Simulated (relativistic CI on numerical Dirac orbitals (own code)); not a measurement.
**One change at a time: Mo31+**

Base calculation: Dirac-Coulomb-Breit CI, orbitals from a KLI potential per configuration, a model potential for QED, unscaled Slater integrals.

Configurations in the expansion (outside the closed core [Ne]): 3s, 3p, 3d, 4s, 4p, 4d, 4f, 5s, 5p, 5d, 5f, 5g, 6s, 6p, 6d. Levels of other configurations are missing.

The lowest level and the first level of each name with at least 55 % of one term (blank where a level has no safe partner in the second run):

| Level | Base (eV) | Shift (eV) |
| --- | --- | --- |
| 3s ²S1/2 | 0.00 | 0.00 |
| 3p ²P°1/2 | 70.32 | -0.52 |
| 3p ²P°3/2 | 97.08 | -0.03 |
| 3d ²D3/2 | 189.26 | +0.24 |
| 3d ²D5/2 | 194.74 | +0.55 |
| 4s ²S1/2 | 821.70 | +0.49 |
| 4p ²P°1/2 | 850.56 | +0.28 |
| 4p ²P°3/2 | 861.33 | +0.48 |
| 4d ²D3/2 | 895.96 | +0.59 |
| 4d ²D5/2 | 898.37 | +0.71 |
| 4f ²F°5/2 | 916.04 | +0.79 |
| 4f ²F°7/2 | 917.03 | +0.80 |
| 5s ²S1/2 | 1183.83 | +0.65 |
| 5p ²P°1/2 | 1198.30 | +0.55 |

At this charge energies of transitions that change n are usually good to better than 1 %, and those within a shell (Δn = 0) to a few per cent.

(1) One thing was changed in a second run, which moved the levels as shown. Which?
A. Breit term removed
B. configuration mixing switched off
C. QED terms removed
D. valence Slater integrals scaled by 0.9

Results:

(1) A. Breit term removed. The Breit term mainly narrows fine-structure intervals, so removing it widens them.
